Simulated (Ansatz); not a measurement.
Relaxation of Cl3GeH3O2 (9 atoms, charge 0, multiplicity 1), to a largest force component of 0.03 eV/Å in at most 50 steps.

These are results of Ansatz 0.2.0, RHF/def2-SVP, not measurements.

```xyz
9
Properties=species:S:1:pos:R:3
Ge -0.228 -0.101 0.064
O -0.144 0.040 1.814
H -0.926 -0.262 2.263
Cl 1.711 -0.513 -0.699
Cl -1.148 1.581 -0.837
O -1.266 -1.448 -0.294
H -0.857 -2.300 -0.381
Cl 1.667 2.502 1.260
H 1.226 1.721 2.229
```

Task: Where does it end, and by what steps?

Result: It converged. The force dipped under the threshold on the way, but the program's further checks kept it going. After 22 steps the energy has fallen by 0.237 eV; Cl8 moved furthest, 1.45 Å.

| step | energy less start (eV) | largest force component (eV/Å) | accepted |
| --- | --- | --- | --- |
| 0 | 0.0000 | 1.237 | yes |
| 1 | -0.0923 | 0.785 | yes |
| 2 | -0.1358 | 0.614 | yes |
| 3 | -0.1711 | 0.264 | yes |
| 4 | -0.1867 | 0.134 | yes |
| 5 | -0.1886 | 0.105 | yes |
| 6 | -0.2062 | 0.135 | yes |
| 7 | 0.0271 | 3.339 | no |
| 8 | -0.2160 | 0.077 | yes |
| 9 | -0.2210 | 0.367 | yes |
| 10 | -0.2251 | 0.359 | yes |
| 11 | -0.2332 | 0.029 | yes |
| 12 | -0.1832 | 1.669 | no |
| 13 | -0.2341 | 0.064 | yes |
| 14 | -0.2347 | 0.146 | yes |
| 15 | -0.2354 | 0.087 | yes |
| 16 | -0.2362 | 0.037 | yes |
| 17 | -0.2366 | 0.005 | yes |
| 18 | -0.2356 | 0.236 | no |
| 19 | -0.2368 | 0.023 | yes |
| 20 | -0.2369 | 0.063 | yes |
| 21 | -0.2370 | 0.040 | yes |
| 22 | -0.2370 | 0.019 | yes |

```xyz
9
Properties=species:S:1:pos:R:3
Ge -0.272 -0.299 -0.125
O -0.004 0.391 1.445
H -0.473 -0.022 2.159
Cl 1.598 -0.643 -1.071
Cl -1.408 1.028 -1.341
O -1.138 -1.769 0.157
H -1.455 -2.274 -0.577
Cl 1.949 2.875 2.631
H 1.238 1.932 2.143
```

Whether the end is a true minimum wasn't checked by a vibrational analysis.

The run took 41 s on 4 threads of Arm Neoverse V1, with other jobs on the host, peak memory 0.36 GiB.
